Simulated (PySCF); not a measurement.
HgF4, SMILES [F][Hg]([F])([F])[F]. The structure is a stationary point at PBE-D3(BJ)/def2-SVP. The def2 effective core potentials stand for the cores of Hg; spin–orbit coupling is left out.

These are PBE-D3(BJ)/def2-SVP run with PySCF 2.14.0 values and carry that method's errors.

Harmonic wavenumbers (cm⁻¹): 152, 199, 203, 225, 225, 541, 547, 638, 638. Rotational constants (GHz): 3.566, 3.566, 1.783; symmetry number 8.

Problem. Work out the zero-point energy and the ideal-gas rigid-rotor harmonic-oscillator thermochemistry at 298.15 K and 1 atm.

Solution. ZPE = ½ Σ hcν = ½ × 3369 cm⁻¹ = 20.15 kJ/mol. H − E(el) = 39.17 kJ/mol. Entropy in J/(mol K): translation 178.87, rotation 95.90, vibration 52.76, total 327.53. G − E(el) = -58.48 kJ/mol. Cp = 89.29 J/(mol K).
